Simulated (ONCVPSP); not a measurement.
**lutetium ONCV: all-electron and pseudo phase curves**

lutetium, optimised norm-conserving Vanderbilt (ONCV), made with ONCVPSP 4.0.1 (PBE, scalar-relativistic). Core [Kr] 4d10, reference 4f14 5s2 5p6 5d1 6s2. Waves: 5s+6s: rc 2.20 bohr, ncon 4, nbas 8, qcut 6.2 1/bohr, 2 projectors; 5p: rc 2.20 bohr, ncon 3, nbas 6, qcut 5.4 1/bohr, 2 projectors, debl 2.9 Ha; 5d: rc 2.95 bohr, ncon 4, nbas 8, qcut 5.3 1/bohr, 1 projector; 4f: rc 1.10 bohr, ncon 4, nbas 9, qcut 16.5 1/bohr, 2 projectors, debl 3.2 Ha. Local part: polynomial inside 0.80 bohr (lpopt 5, dvloc0 1 Ha). Core correction: Teter function, fcfact 6, rcfact 1.3.

The phase is arctan(r·R′/R) of the radial function R(r), unwrapped; energies in Ha, scanned from -4 to 5 Ha. A pole is an energy at which the radial function vanishes at the test radius. The pseudo phase is shifted by a multiple of π to meet the all-electron one at the reference energy, and phase errors are pseudo minus all-electron; the curves can meet again beyond the range given. Levels narrower than the energy grid can be missing from the lists of poles.

Task: For each channel, where are the poles, and over which energies does the pseudopotential scatter like the atom?

Result:

```csv
channel,radius (bohr),reference energy (Ha),"poles, all-electron","poles, pseudo",unbroken range about the reference energy with phases within 0.05 rad,phase error 1 Ha above the reference energy (rad)
s,2.23,-0.17,"-2.14, 2.91","-2.14, 2.85",below 4.4,-0.001
p,2.23,-1.16,"-0.90, 4.05","-0.90, 1.12, 4.05",below 1.0,-0.001
d,3.00,-0.06,"0.22, 2.61","0.23, 2.68, 4.00",below 0.9,+0.076
f,1.12,-0.35,0.51,0.51,the whole range,+0.000
```

Note: ghosts flagged at negative energy: s at -260.8 eV; GHOST(+) flagged for p at 30.5 eV, d at 105.1 eV. A true bound ghost makes a file unfit for plane-wave use.

Phases in the s channel:

```tsv
E (Ha)	all-electron	pseudo
-3.98	1.343	1.343
-3.50	1.309	1.309
-3.02	1.245	1.245
-2.54	0.924	0.924
-2.06	-1.644	-1.644
-1.58	-1.823	-1.823
-1.10	-1.946	-1.946
-0.62	-2.147	-2.147
-0.14	-2.658	-2.658
0.34	-3.713	-3.714
0.82	-4.273	-4.274
1.30	-4.480	-4.481
1.78	-4.584	-4.586
2.26	-4.649	-4.652
2.74	-4.697	-4.702
3.22	-4.739	-4.747
3.70	-4.780	-4.796
4.18	-4.828	-4.862
4.66	-4.895	-4.989
```
